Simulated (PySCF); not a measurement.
What PySCF settings do for SI

Base input, run as `python input.py` with PySCF 2.14:

```python
from pyscf import gto, scf, mp

mol = gto.M(
    atom='S 0 0 0; I 0 0 2.18',
    basis='def2-svp',
    ecp={'I': 'def2-svp'},
    charge=0,
    spin=1,
    verbose=4,
)
mf = scf.UHF(mol)
mf.kernel()
mp.MP2(mf, frozen=9).kernel()
mf.dip_moment()
print('orbital energies (hartree):', [e[max(0, n-3):n+3].round(4) for e, n in zip(mf.mo_energy, mol.nelec)])
```

Base result: E(SCF) = -694.022515 Eh, 14 cycles, E(MP2) − E(SCF) = -0.22291 Eh, ⟨S²⟩ = 0.761, μz(SCF) = 0.78 D. The bond length is a typed value, not an optimised one. No search for the lowest solution was made.

Wall time 1.4 s on one thread of a shared host.

Each row names what differs from the base; energies in brackets are changes from the base.

| change | result |
| --- | --- |
| spin-free X2C: off → on [unsound on purpose] | stops with NotImplementedError |
| geometry: bond 2.18 → bond 0.3 [unsound on purpose] [an earlier cycle lay lower, so not the lowest solution of its kind] | E(SCF) = -457.057947 Eh, E(MP2) − E(SCF) = -0.18022 Eh, ⟨S²⟩ = 0.785, μz(SCF) = -5.95 D |
| length unit: angstrom → bohr [unsound on purpose] | E(SCF) = -690.470076 Eh (+96.6668 eV), 11 cycles, E(MP2) − E(SCF) = -0.23582 Eh, ⟨S²⟩ = 0.759, μz(SCF) = -0.43 D |
| point-group symmetry: off → on [may be another electronic state] | not converged: SCF after 50 cycles |
| geometry: bond 2.18 → bond 2.725 [an earlier cycle lay lower, so not the lowest solution of its kind] | E(SCF) = -694.013988 Eh (+0.2320 eV), E(MP2) − E(SCF) = -0.21778 Eh, ⟨S²⟩ = 0.808, μz(SCF) = -0.09 D |
| functional: none (Hartree–Fock) → mn15; SCF type: UHF → UKS; step after the SCF: mp2 → analyze | E(SCF) = -694.853963 Eh, 12 cycles, ⟨S²⟩ = 0.752, μz(SCF) = 1.50 D |
| spin (2S): 1 → 5 [a high spin state] | E(SCF) = -693.409820 Eh (+16.6723 eV), E(MP2) − E(SCF) = -0.21720 Eh, ⟨S²⟩ = 8.764, μz(SCF) = -1.30 D |
| basis set: def2-svp → cc-pvtz-f13; core potential: on → off [unsound on purpose] | stops with BasisNotFoundError (cc-pvtz-f13) |
| functional: none (Hartree–Fock) → pw6b95; SCF type: UHF → UKS; step after the SCF: mp2 → analyze | E(SCF) = -696.230593 Eh, 12 cycles, ⟨S²⟩ = 0.752, μz(SCF) = 1.44 D |
| convergence threshold: default → 0.001 [unsound on purpose] | E(SCF) = -694.022381 Eh (+0.0037 eV), 7 cycles, E(MP2) − E(SCF) = -0.22394 Eh, ⟨S²⟩ = 0.761, μz(SCF) = 0.84 D |
| Cartesian functions: off → on | E(SCF) = -694.028678 Eh (-0.1677 eV), 14 cycles, E(MP2) − E(SCF) = -0.22818 Eh, ⟨S²⟩ = 0.761, μz(SCF) = 0.76 D |
| step after the SCF: mp2 → stability | E(SCF) = -694.022515 Eh (+0.0000 eV), 14 cycles, ⟨S²⟩ = 0.761, μz(SCF) = 0.78 D, internal stable; real -> complex stable; UHF/UKS -> GHF/GKS unstable |
| damping: none → 0.95 | E(SCF) = -694.022515 Eh (+0.0000 eV), 19 cycles, E(MP2) − E(SCF) = -0.22291 Eh, ⟨S²⟩ = 0.761, μz(SCF) = 0.78 D |
| charge: 0 → -1; spin (2S): 1 → 2 [another spin of the ion may lie lower] [no diffuse functions for the anion] [a high spin state] | E(SCF) = -693.966545 Eh (+1.5230 eV), 12 cycles, E(MP2) − E(SCF) = -0.22744 Eh, ⟨S²⟩ = 2.014 |
| charge: 0 → 2 [another spin of the ion may lie lower] | E(SCF) = -693.084399 Eh (+25.5274 eV), E(MP2) − E(SCF) = -0.24576 Eh, ⟨S²⟩ = 0.768 |
| basis set: def2-svp → sbkjc; frozen orbitals: 9 → 0 [with its own core potential] | E(SCF) = -21.075187 Eh, 12 cycles, E(MP2) − E(SCF) = -0.04573 Eh, ⟨S²⟩ = 0.757, μz(SCF) = 0.90 D |
| geometry: bond 2.18 → bond 10 [unsound on purpose] [spin-contaminated] | not converged: SCF after 50 cycles |
| core potential: on → off [unsound on purpose] | E(SCF) = -2393.281035 Eh, 11 cycles, E(MP2) − E(SCF) = -0.13181 Eh, ⟨S²⟩ = 0.755, μz(SCF) = 3.39 D |
| basis set: def2-svp → x2c-svpall; core potential: on → off; spin-free X2C: off → on; frozen orbitals: 9 → 23 | E(SCF) = -7510.514672 Eh, 13 cycles, E(MP2) − E(SCF) = -0.21635 Eh, ⟨S²⟩ = 0.761, μz(SCF) = 0.77 D |
| geometry: bond 2.18 → bond 1.918 | E(SCF) = -693.928204 Eh (+2.5663 eV), 11 cycles, E(MP2) − E(SCF) = -0.22674 Eh, ⟨S²⟩ = 0.763, μz(SCF) = 1.29 D |
| geometry: bond 2.18 → bond 1.744 | E(SCF) = -693.754487 Eh (+7.2934 eV), 11 cycles, E(MP2) − E(SCF) = -0.22800 Eh, ⟨S²⟩ = 0.763, μz(SCF) = 1.30 D |
| spin (2S): 1 → 3 [a high spin state] | E(SCF) = -693.920941 Eh (+2.7640 eV), 12 cycles, E(MP2) − E(SCF) = -0.22405 Eh, ⟨S²⟩ = 3.769, μz(SCF) = -1.01 D |

Question: Order these changes by how far they move the SCF energy from the base, largest first: (1) Cartesian functions: off → on; (2) geometry: bond 2.18 → bond 1.744; (3) geometry: bond 2.18 → bond 1.918; (4) geometry: bond 2.18 → bond 2.725.

Answer: (2) +7.2934 eV, (3) +2.5663 eV, (4) +0.2320 eV, (1) -0.1677 eV.
